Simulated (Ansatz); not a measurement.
Saddle point of Si₂H₅Cl₃, singlet (SiH₂Cl₂ ([Cl][SiH2][Cl]) + SiH₃Cl ([SiH3][Cl]) → Si₂H₄Cl₂ ([SiH3][SiH]([Cl])[Cl]) + HCl; bonds formed: Si1–Si7, Cl2–H6; bonds broken: Si1–H6, Cl2–Si7), PBE0-D4/def2-TZVP structure:

Si1  (-1.044, -0.801, 0.030)
Cl2  (2.159, -0.355, 1.304)
Cl3  (-1.076, -1.495, -1.881)
Cl4  (-1.084, -2.371, 1.323)
H5  (-2.197, 0.074, 0.311)
H6  (0.613, -0.439, 0.620)
Si7  (0.691, 1.045, -0.236)
H8  (0.722, 2.083, 0.808)
H9  (1.764, 0.903, -1.233)
H10  (-0.548, 1.355, -1.047)
(Å)

Energies are electronic, without zero-point energy. Barriers and step energies count from the start structure reached by relaxing down the imaginary mode; all methods use the PBE0-D4 structures, on which another method's saddle can fall below an end. Ansatz 0.2.0; basis: def2-TZVPP, with def2-QZVPP for the basis limit; cores frozen in the correlated methods. B3LYP uses VWN-RPA correlation. Extrapolation: Hartree–Fock as exp(−7.88 √X), correlation as X^−2.97.

```json
{"method": "SPW92", "barrier (kJ/mol)": "186.4", "step energy (kJ/mol)": "70.0"}
{"method": "PBE-D4", "barrier (kJ/mol)": "214.1", "step energy (kJ/mol)": "73.2"}
{"method": "BLYP-D4", "barrier (kJ/mol)": "?", "step energy (kJ/mol)": "83.3"}
{"method": "r2SCAN-D4", "barrier (kJ/mol)": "239.7", "step energy (kJ/mol)": "89.2"}
{"method": "B97M-V", "barrier (kJ/mol)": "?", "step energy (kJ/mol)": "88.6"}
{"method": "PBE0-D4", "barrier (kJ/mol)": "241.3", "step energy (kJ/mol)": "81.4"}
{"method": "B3LYP-D4", "barrier (kJ/mol)": "262.3", "step energy (kJ/mol)": "89.3"}
{"method": "r2SCAN0-D4", "barrier (kJ/mol)": "257.6", "step energy (kJ/mol)": "93.1"}
{"method": "BHLYP-D4", "barrier (kJ/mol)": "293.7", "step energy (kJ/mol)": "98.9"}
{"method": "CAM-B3LYP-D4", "barrier (kJ/mol)": "279.4", "step energy (kJ/mol)": "93.7"}
{"method": "wB97X-V", "barrier (kJ/mol)": "279.0", "step energy (kJ/mol)": "93.4"}
{"method": "wB97M-V", "barrier (kJ/mol)": "?", "step energy (kJ/mol)": "98.6"}
{"method": "B2PLYP", "barrier (kJ/mol)": "276.4", "step energy (kJ/mol)": "95.1"}
{"method": "PBE-QIDH", "barrier (kJ/mol)": "267.0", "step energy (kJ/mol)": "92.6"}
{"method": "RPA on PBE", "barrier (kJ/mol)": "280.0", "step energy (kJ/mol)": "91.8"}
{"method": "HF", "barrier (kJ/mol)": "364.8", "step energy (kJ/mol)": "115.3"}
{"method": "MP2", "barrier (kJ/mol)": "276.6", "step energy (kJ/mol)": "99.8"}
{"method": "CCSD", "barrier (kJ/mol)": "295.5", "step energy (kJ/mol)": "94.4"}
{"method": "CCSD(T)", "barrier (kJ/mol)": "279.6", "step energy (kJ/mol)": "91.3"}
```

Question: Fill in the withheld barriers. (To be estimated.)

Answer: By the calculation: BLYP-D4 242.0; wB97M-V 273.6; B97M-V 255.4 kJ/mol. Each is the energy of the saddle less that of the start structure, by the same method.

For comparison, the barrier by CCSD(T) at an estimated basis limit (MP2 extrapolated from triple and quadruple zeta, plus CCSD(T) − MP2 in triple zeta) is 273.4 kJ/mol.

The T1 diagnostic stays at or below 0.012.

Labels in which every atom is bracketed show which atoms are joined, not bond orders.

For scale, one of the runs: CCSD(T)/def2-TZVPP, 280 basis functions, launched by `ansatz run in.yaml --threads 8 --pin off --events-out ev --progress --plain --max-ram 19148MiB`. Hardware: 8 CPU threads of an Arm Neoverse V1, shared host. Wall time 2.1 min; peak host memory 6.9 GiB.
